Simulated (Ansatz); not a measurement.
`[NH2][GaH2]` + HBr → `[GaH2][Br]` + NH₃ at 600 K and 1 bar (ligand exchange at a Ga–N bond).

Computed with Ansatz on PBE0-D4/def2-TZVP structures; ΔE is electronic, products minus reactants. CCSD(T)/CBS is the MP2 limit (def2-TZVPP, def2-QZVPP) plus CCSD(T) − MP2 in def2-TZVPP, frozen cores. This one scheme is used for every species. For Br, Ga outer-core shells are correlated without core-valence functions, which leaves a few kJ/mol of doubt a bond. Scalar relativity is left out up to krypton.

```
      species  CCSD(T)/CBS energy (Eh)  H − E (kJ/mol)  S (J/(mol·K))
`[NH2][GaH2]`              -1981.05479           138.9          317.7
          HBr              -2573.91920            33.5          219.1
 `[GaH2][Br]`              -4498.49736            67.3          317.6
          NH₃                -56.50880           112.4          219.5
```

H − E and S are ideal-gas, rigid-rotor, harmonic terms from PBE0-D4/def2-TZVP. 1 Eh = 2625.50 kJ/mol, R = 8.31446 J/(mol·K).

Task: By hand: ΔE, ΔH, ΔS and ΔG.

Result: ΔE = (-4498.49736) + (-56.50880) − (-1981.05479) − (-2573.91920) = -0.03217 Eh = -84.5 kJ/mol. Δ(H − E) = 67.3 + 112.4 − 138.9 − 33.5 = 7.3, so ΔH = -77.2 kJ/mol. ΔS = 317.6 + 219.5 − 317.7 − 219.1 = 0.3 J/(mol·K). ΔG = -77.2 − 600 × (0.3)/1000 = -77.4 kJ/mol.

Task: By hand: the equilibrium constant, and the temperature at which ΔG would vanish if ΔH and ΔS stayed fixed.

Result: log₁₀ K = −ΔG/(RT ln 10) = 6.7. ΔH and −TΔS have one sign here, so there is no such temperature.

The number of gas molecules stays the same, so ΔS is small and ΔH decides. A doubt of 5 kJ/mol in ΔE shifts log₁₀ K by 0.4 here. These are equilibria of isolated gas molecules and say nothing of rates. Largest T1 diagnostic: 0.014 (customary marks: 0.02 for closed shells, 0.045 for open ones).

ΔS is within the doubt of such terms, so its sign, and with it that verdict, could turn.
